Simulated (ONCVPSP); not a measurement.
**Pseudopotential generation for N (Z = 7): ONCV, PBE, scalar-relativistic.**

N, optimised norm-conserving Vanderbilt (ONCV), made with ONCVPSP 4.0.1 (PBE, scalar-relativistic). Core [He], reference 2s2 2p2 (charge +1). Waves: 2s: rc 0.95 bohr, ncon 4, nbas 8, qcut 5.4 1/bohr, 3 projectors, debl 1.9 Ha; 2p: rc 1.80 bohr, ncon 4, nbas 7, qcut 6.3 1/bohr, 1 projector; d scattering state at 0.11 Ha: rc 1.50 bohr, ncon 4, nbas 8, qcut 6.6 1/bohr, 1 projector. Local part: polynomial inside 0.70 bohr (lpopt 5, dvloc0 2 Ha). Core correction: none.

- Cutoffs needed: 146 Ha and 192 Ha (the cutoffs (Ha) at which the residual kinetic energy of the hardest occupied pseudo-wave falls to 1 and 0.1 mHa per electron)
- Ghost test: ghosts flagged at negative energy: s at -882.0 eV; no localised positive-energy state flagged; a true bound ghost makes a file unfit for plane-wave use
- Largest excitation error: +1061 meV (all-electron minus pseudo) for 2s2 2p0, out of 4 test configurations
